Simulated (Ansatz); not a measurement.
C₃H₉B, SMILES `BC(C)C`, relaxed with RKS PBE0-D4/def2-TZVP in Ansatz 0.2.0 from a PBE-D4/def2-SVP geometry. The force threshold is 0.005 eV/Å; the program also tests the step.

Charge 0, multiplicity 1.

Start:

```xyz
13

B     0.509    1.089   -1.126
C     0.013   -0.069   -0.223
C     1.015   -0.737    0.726
C    -1.404    0.013    0.357
H    -0.291    1.812   -1.697
H     1.694    1.196   -1.395
H    -0.045   -0.717   -1.164
H     1.140   -0.125    1.644
H     2.015   -0.845    0.262
H     0.675   -1.743    1.052
H    -1.783   -0.981    0.677
H    -2.125    0.440   -0.368
H    -1.413    0.666    1.255
```

| step | energy (eV) | largest force (eV/Å) | largest move (Å) |
| --- | --- | --- | --- |
| 1 | -3929.9403 | 0.495 | 0.000 |
| 2 | -3929.9862 | 0.157 | 0.023 |
| 3 | -3929.9905 | 0.151 | 0.020 |
| 4 | -3929.9920 | 0.042 | 0.013 |
| 5 | -3929.9934 | 0.113 | 0.052 |
| 6 | -3929.9937 | 0.103 | 0.011 |
| 7 | -3929.9941 | 0.008 | 0.004 |
| 8 | -3929.9941 | 0.001 | 0.001 |

End:

```xyz
13

B     0.506    1.089   -1.104
C     0.007   -0.105   -0.259
C     1.005   -0.732    0.708
C    -1.389    0.011    0.343
H    -0.276    1.830   -1.633
H     1.675    1.225   -1.336
H    -0.071   -0.790   -1.141
H     1.135   -0.095    1.588
H     1.987   -0.861    0.247
H     0.664   -1.708    1.063
H    -1.758   -0.957    0.695
H    -2.107    0.410   -0.376
H    -1.378    0.684    1.205
```

Run time 41 s (2 threads of a server CPU on a shared host); peak host memory 0.41 GiB.
